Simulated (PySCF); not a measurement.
Isomers of C4H7NOSi, one GFN2-xTB conformer each. Single-point energies are computed at PBE0/pcSseg-1 (PySCF, gas phase, no added dispersion term), electronic only.

```csv
SMILES,GFN2-xTB relative energy (kcal/mol)
C#C/C=N/[SiH2]OC,14.8
CO/C(C#N)=C\[SiH3],39.1
CC(=O)[SiH2]CC#N,35.6
N#C[C@@H]1C[C@H]1[SiH2]O,0.0
C#CCNC(=O)[SiH3],41.9
C#C/C=N\[SiH2]OC,14.0
```

Conformers: `[CH:1]#[C:2]/[CH:3]=[N:4]/[SiH2:5][O:6][CH3:7]` with C3–N4–Si5–O6 -127°, N4–Si5–O6–C7 -51°; `[CH3:1][O:2]/[C:3]([C:4]#[N:5])=[CH:6]\[SiH3:7]` with C1–O2–C3–C4 0°; `[CH3:1][C:2](=[O:3])[SiH2:4][CH2:5][C:6]#[N:7]` with C1–C2–Si4–C5 84°, C2–Si4–C5–C6 -59°; `[N:1]#[C:2][C@@H:3]1[CH2:4][C@H:5]1[SiH2:6][OH:7]` with C4–C5–Si6–O7 36°, C5–Si6–O7–H -179°; `[CH:1]#[C:2][CH2:3][NH:4][C:5](=[O:6])[SiH3:7]` with C2–C3–N4–C5 125°, C3–N4–C5–O6 4°; `[CH:1]#[C:2]/[CH:3]=[N:4]\[SiH2:5][O:6][CH3:7]` with C3–N4–Si5–O6 129°, N4–Si5–O6–C7 53°.

What does PBE0/pcSseg-1 give for the same structures?

| SMILES | PBE0/pcSseg-1 E (Eh) | PBE0/pcSseg-1 (kcal/mol) | GFN2-xTB (kcal/mol) | point group |
| --- | --- | --- | --- | --- |
| N#C[C@@H]1C[C@H]1[SiH2]O | -575.60594 | 0.0 | 0.0 | C1 |
| CC(=O)[SiH2]CC#N | -575.58376 | 13.9 | 35.6 | C1 |
| C#C/C=N\[SiH2]OC | -575.54521 | 38.1 | 14.0 | C1 |
| C#C/C=N/[SiH2]OC | -575.54504 | 38.2 | 14.8 | C1 |
| CO/C(C#N)=C\[SiH3] | -575.54424 | 38.7 | 39.1 | Cs |
| C#CCNC(=O)[SiH3] | -575.53140 | 46.8 | 41.9 | C1 |

Both levels put the same isomer lowest; measured from each level's own lowest isomer, the values differ by up to 24.1 kcal/mol (C#C/C=N\[SiH2]OC: 14.0 against 38.1). As drawn, the lowest has a three-membered ring, a C≡N group and an O–H bond, which the highest lacks; the highest has a C=O bond, a C≡C bond and an N–H bond, which the lowest lacks. Neighbours under 2.5 kcal/mol apart (C#C/C=N\[SiH2]OC and C#C/C=N/[SiH2]OC; C#C/C=N/[SiH2]OC and CO/C(C#N)=C\[SiH3]) can change places with a better method, another conformer or zero-point energy. C#C/C=N\[SiH2]OC and C#C/C=N/[SiH2]OC are stereoisomers, 0.1 kcal/mol apart in the conformers taken.

Which frontier levels, dipoles and rotational constants go with these structures?

```
                  SMILES  HOMO (eV, PBE0/pcSseg-1)  LUMO (eV)  dipole (D)       A, B, C (MHz)
N#C[C@@H]1C[C@H]1[SiH2]O                     -8.30       0.06        5.36    5477, 1104, 1086
        CC(=O)[SiH2]CC#N                     -7.13      -1.49        2.98    2981, 1564, 1218
        C#C/C=N\[SiH2]OC                     -7.39      -1.88        1.43   6081, 1026, 953.9
        C#C/C=N/[SiH2]OC                     -7.40      -1.87        1.64  5150, 976.8, 848.8
      CO/C(C#N)=C\[SiH3]                     -7.36      -1.67        2.31    3751, 1358, 1015
        C#CCNC(=O)[SiH3]                     -7.10      -0.25        3.23   4987, 1002, 900.0
```
